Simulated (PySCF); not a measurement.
MoF6, SMILES [F][Mo]([F])([F])([F])([F])[F], multiplicity 1. Geometry: B3LYP-D3(BJ)/def2-SVP. The multiplicity is an assumed one; no other spin state was optimised. The isomer is the one that the SMILES or the coordinates give; other isomers of the formula were not compared. The def2 effective core potentials stand for the cores of Mo; spin–orbit coupling is left out.

Q: Give the equilibrium geometry at B3LYP-D3(BJ)/def2-SVP (PySCF confirms it by a frequency run) as Cartesian coordinates in Å, and its point group. (The exact figures need the calculation; the answer reports its results.)

A: point group Oh.
```xyz
7

Mo     0.0000     0.0000     0.0000
F      0.0000     1.8285     0.0000
F      0.0000    -1.8285     0.0000
F      0.0000     0.0000    -1.8285
F      1.8285     0.0000     0.0000
F     -1.8285     0.0000     0.0000
F      0.0000     0.0000     1.8285
```
Charge 0, spin multiplicity 1.
